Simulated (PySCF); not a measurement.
Ti(I)(SH)3 (H3IS3Ti), SMILES [SH][Ti]([SH])([SH])[I], multiplicity 1. Geometry: B3LYP-D3(BJ)/def2-SVP. The multiplicity is an assumed one; other spin states were not compared. The def2 effective core potentials stand for the cores of I; spin–orbit coupling is left out. Other conformers were not sampled.

Question: Give the equilibrium geometry at B3LYP-D3(BJ)/def2-SVP (PySCF confirms it by a frequency run) as Cartesian coordinates in Å. (The exact figures need the calculation; the answer reports its results.)

Answer: Several could match; the one computed here: 
```xyz
8

Ti    -0.5734    -0.3813     0.2715
I      1.4254     0.9121    -0.7008
S     -0.1143    -1.3696     2.2464
H      0.3043    -0.1663     2.7251
S     -1.2005    -2.0618    -1.1119
H     -2.4887    -1.8954    -0.7174
S     -2.3432     0.9682     0.7204
H     -2.2151     1.5196    -0.5169
```
